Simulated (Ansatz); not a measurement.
A nudged elastic band was laid between two geometries of BH6OSbSi (10 atoms, charge 0, multiplicity 1).

These are results of RKS r2SCANh/def2-SVP (Ansatz), not measurements.

- movable images: 7
- climbing image: yes
- spring: 5.0 eV/Å²
- optimiser: quadratic models (default)
- start path: IDPP
- force threshold: 0.05 eV/Å
- iteration limit: 60
- end points: relaxed

First end point:

```xyz
10
Properties=species:S:1:pos:R:3
B -1.732 0.564 -0.221
O -1.138 -0.570 0.196
Si 0.412 -1.175 0.434
Sb 2.356 0.429 -0.131
H -1.065 1.519 -0.562
H -2.940 0.592 -0.242
H 0.529 -2.396 -0.410
H 0.503 -1.566 1.867
H 1.557 1.707 0.682
H 1.600 0.844 -1.611
```

Last end point:

```xyz
10
Properties=species:S:1:pos:R:3
B -1.986 0.582 -0.031
O -1.332 -0.574 0.179
Si 0.290 -1.035 0.097
Sb 1.742 0.873 -0.875
H -1.373 1.575 -0.377
H -3.182 0.603 0.130
H 0.358 -2.222 -0.798
H 0.694 -1.437 1.471
H 1.758 1.649 0.652
H 3.114 -0.065 -0.444
```

Which bonds break or form, and what moves?

No bond is made or broken. The height of Sb4 over the plane of its neighbours goes from -1.08 to 1.10 Å.

What energy profile does the band end with?

The run converged. The highest image is number 4 of 0 to 8, 1.45 eV above the first end and 1.47 eV above the last; the last end lies 0.01 eV below the first. A vibrational analysis at the climbing image gives one clearly imaginary mode, 667i cm⁻¹: a first-order saddle point.

```tsv
image	path coordinate (Å)	energy (eV)	height of Sb4 over the plane of its neighbours (Å)
0	0.00	0.00	-1.08
1	0.63	0.02	-1.05
2	1.26	0.10	-0.99
3	1.89	0.45	-0.66
4	2.52	1.45	0.05
5	3.18	0.39	0.75
6	3.84	0.03	1.07
7	4.50	0.00	1.10
8	5.15	-0.01	1.10
```

What is the geometry of the highest image?


```xyz
10
Properties=species:S:1:pos:R:3:forces:R:3
B -2.135 0.254 0.182 -0.01 0.01 0.00
O -1.251 -0.754 0.331 0.02 0.00 -0.01
Si 0.398 -1.043 0.323 -0.01 0.00 0.00
Sb 1.839 0.776 -0.509 0.00 0.00 0.00
H -1.747 1.377 -0.053 0.00 -0.01 0.00
H -3.308 -0.012 0.295 0.00 0.00 0.00
H 0.643 -2.158 -0.621 0.00 0.00 0.00
H 0.763 -1.342 1.727 0.01 0.00 0.01
H 2.400 2.070 0.371 0.01 -0.01 0.00
H 2.482 0.780 -2.043 0.00 0.00 0.00
```

What are the harmonic wavenumbers there?

667i, 58, 108, 147, 249, 259, 309, 358, 546, 723, 754, 790, 854, 898, 1011, 1070, 1229, 1393, 2116, 2145, 2282, 2299, 2556, 2658 cm⁻¹.

The run took 6 min on 2 threads of Arm Neoverse V2 (shared host), peak memory 0.26 GiB.
